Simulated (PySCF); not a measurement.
Species: CBr4.
Cartesian coordinates in Å at the PBE0-D3(BJ)/def2-SVP level; atoms count from 1:
```xyz
5
CBr4 angstrom
Br    -0.076   -0.975   -1.693
C      0.015   -0.022   -0.012
Br     1.815    0.632    0.261
Br    -0.464   -1.215    1.433
Br    -1.215    1.470   -0.051
```

The calculation used core-valence-separated Tamm–Dancoff BHandHLYP/aug-pcX-1 (def2-SVPD on Br) in PySCF, non-relativistic, gas phase, PBE0-D3(BJ)/def2-SVP geometry. No empirical shift is added; at this level the pattern usually sits a few eV under experiment.

**Question.** What does the C 1s absorption edge look like?

**Answer.** 
```csv
E (eV),f,core hole on,main final orbital
287.31,0.2499,C2,"LUMO+1/LUMO+2/LUMO+3 (3 roots, f summed)"
287.61,0.0000,C2,LUMO (97 %)
292.90,0.0000,C2,LUMO+4 (95 %)
```

The first line with a tenth or more of the strongest one's intensity is at 287.31 eV (f = 0.250, sum of 3), with the hole on C2 (sp3 C–Br carbon). It is also the strongest listed.

Roots within 0.03 eV whose holes lie on the same, on equivalent or on shared atoms are summed into one line, and the highest roots are left out, as the search may have cut off their partners. Final orbitals are the ground state's empty Kohn–Sham orbitals.

**Question.** What are the wavelength and the wavenumber of the 287.31 eV line?

**Answer.** λ = 12398.42 eV Å/287.31 eV = 43.153 Å; 2.3173 × 10⁶ cm⁻¹.

The list ends where the root search ended, not at a threshold. The BHandHLYP/aug-pcX-1 (def2-SVPD on Br) calculation is non-relativistic and has no spin–orbit coupling, an omission that weighs most on bromine.
